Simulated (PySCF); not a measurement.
# Diatomic anions of Na with the chalcogens

CCSD(T) with double-zeta basis sets in PySCF, for the lowest determinant that a PBE0 search found; no spin–orbit coupling. De refers to high-spin ground-configuration atoms (the charge goes to the atom of lower measured ionisation energy or higher electron affinity, which is not always the lowest computed limit).

```
 M                       basis  reference, frozen orbitals  charged atom  state (unpaired electrons)  Re (Å)  ωe (cm⁻¹)  De (eV)
 S                   def2-SVPD                      RHF, 6            S−      singlet (closed shell)   2.500        308      n/a
Se                   def2-SVPD                     RHF, 10           Se−      singlet (closed shell)   2.603        259      n/a
Te  aug-cc-pVDZ/aug-cc-pVDZ-PP                      RHF, 5           Te−      singlet (closed shell)   2.789        225      n/a
```

The shortest bond is that of NaS⁻ (2.500 Å), the longest that of NaTe⁻ (2.789 Å).

The rows differ in basis set, which adds steps of its own.

Down a group the atoms grow and get heavier, so bonds lengthen and wavenumbers fall; this series shows no clear exception.

Correlated steps freeze the inner cores (5 to 10 orbitals); shallow outer-core shells are correlated. Spin–orbit coupling is left out, which matters for elements this heavy, above all for dissociation energies. The CCSD T1 diagnostic is raised in NaSe⁻, NaS⁻, NaTe⁻, a sign that a single reference may not be enough there.
